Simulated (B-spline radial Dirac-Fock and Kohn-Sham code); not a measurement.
# Compton profile of Gd³⁺

System: the Gd³⁺ ion, configuration [Xe] 4f6 6p1 (an excited configuration).

Input file task.json (cfg lists n, l and occupation; rrms is the nuclear radius in fm):

```json
{"items": [{
  "Z": 64,
  "q": 3,
  "cfg": [[1, 0, 2], [2, 0, 2], [2, 1, 6], [3, 0, 2], [3, 1, 6], [3, 2, 10], [4, 0, 2], [4, 1, 6], [4, 2, 10], [4, 3, 6], [5, 0, 2], [5, 1, 6], [6, 1, 1]],
  "A": 158,
  "rrms": 5.1569,
  "do": ["scatter"],
  "s": [0.0, 0.05, 0.06, 0.07, 0.09, 0.11, 0.13, 0.16, 0.2, 0.25, 0.31, 0.38, 0.47, 0.58, 0.71, 0.88, 1.08, 1.34, 1.65, 2.04, 2.52, 3.11, 3.83],
  "pz": [0, 0.1, 0.2, 0.3, 0.4, 0.5, 0.6, 0.8, 1.0, 1.2, 1.4, 1.6, 1.8, 2.0, 2.5, 3.0, 4.0, 5.0, 7.0, 10.0, 15.0, 20.0, 30.0, 40.0, 60.0, 100.0],
  "hv_scatter": [1000, 2000, 5000, 17479.3, 50000, 100000, 200000, 500000]
}]}
```

Run with: `python xray_run.py task.json out`

Method: the impulse approximation on relativistic Hartree-Fock (Dirac-Fock) wave functions, averaged over the configuration. Computed with a B-spline atomic structure program. pz is in atomic units of momentum; subshell profiles are per electron, for a selection of subshells; open shells are spread over both j values by their weights.

| pz | J total | J 3p3/2 | J 5p3/2 | J 6p3/2 |
| --- | --- | --- | --- | --- |
| 0 | 8.092 | 0.0601 | 0.356 | 0.841 |
| 0.2 | 8.015 | 0.0601 | 0.356 | 0.818 |
| 0.3 | 7.875 | 0.0601 | 0.354 | 0.748 |
| 0.4 | 7.648 | 0.0601 | 0.350 | 0.619 |
| 0.5 | 7.352 | 0.0601 | 0.343 | 0.457 |
| 0.6 | 7.028 | 0.0601 | 0.331 | 0.301 |
| 0.8 | 6.403 | 0.0601 | 0.295 | 0.103 |
| 1 | 5.852 | 0.0601 | 0.243 | 0.0479 |
| 1.2 | 5.350 | 0.0600 | 0.185 | 0.0441 |
| 1.4 | 4.898 | 0.0600 | 0.131 | 0.0405 |
| 1.6 | 4.515 | 0.0599 | 0.0875 | 0.0307 |
| 1.8 | 4.207 | 0.0597 | 0.0559 | 0.0201 |
| 2 | 3.963 | 0.0596 | 0.0355 | 0.0119 |
| 2.5 | 3.508 | 0.0588 | 0.0167 | 0.00333 |
| 3 | 3.106 | 0.0577 | 0.0153 | 0.00226 |
| 4 | 2.312 | 0.0537 | 0.0116 | 0.00185 |
| 5 | 1.693 | 0.0477 | 0.00516 | 0.000853 |
| 7 | 1.044 | 0.0320 | 0.00121 | 0.000178 |
| 10 | 0.6341 | 0.0124 | 0.000939 | 0.000138 |
| 15 | 0.3049 | 0.00263 | 0.000150 | 2.21e-05 |
| 20 | 0.1625 | 0.00226 | 6.61e-05 | 9.54e-06 |
| 30 | 0.05856 | 0.00124 | 4.24e-05 | 6.15e-06 |
| 40 | 0.02626 | 0.000433 | 1.51e-05 | 2.20e-06 |
| 60 | 0.007788 | 5.35e-05 | 1.84e-06 | < 1e-6 |
| 100 | 0.001321 | 2.16e-06 | < 1e-6 | < 1e-6 |

J(0) = 8.092. The 5p3/2 subshell gives the largest part, 18 %.

Mean momentum ⟨p⟩ by subshell (a.u.): 1s1/2 62.7, 2s1/2 22.3, 2p1/2 29.7, 2p3/2 27.2, 3s1/2 11.2, 3p1/2 13.4, 3p3/2 12.6, 3d3/2 15.2, 3d5/2 14.9, 4s1/2 5.65, 4p1/2 6.31, 4p3/2 6.01, 4d3/2 6.47, 4d5/2 6.36, 4f5/2 5.92, 4f7/2 5.87, 5s1/2 2.29, 5p1/2 2.41, 5p3/2 2.28, 6p1/2 0.950, 6p3/2 0.923.
